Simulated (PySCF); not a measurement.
## Radial density of Ti³⁺ (titanium, charge +3)

UHF, [Ar] 3d1, 2D determinant. Computed with PySCF 2.14 in aug-cc-pVDZ-DK, with the spin-free X2C one-electron Hamiltonian (Gaussian nucleus).

```tsv
r (bohr)	4πr²ρ (e/bohr)	4πr²(ρα − ρβ)
0.00124	0.1784	0.0000
0.00209	0.4561	0.0000
0.00351	1.142	0.0000
0.00591	2.757	0.0000
0.00994	6.253	0.0000
0.0167	12.70	0.0000
0.0281	21.30	0.0000
0.0473	26.18	0.0001
0.0795	21.80	0.0005
0.134	20.76	0.0055
0.225	28.10	0.0418
0.379	15.65	0.2176
0.637	7.979	0.6168
1.07	8.715	0.7566
1.80	1.736	0.3101
3.03	0.03670	0.0236
5.10	0.0001882	0.0001
8.57	4.803e-05	0.0000
14.4	1.420e-05	0.0000
```

Densities and radii are taken from the X2C orbitals without a picture-change correction, which distorts them close to the nucleus.
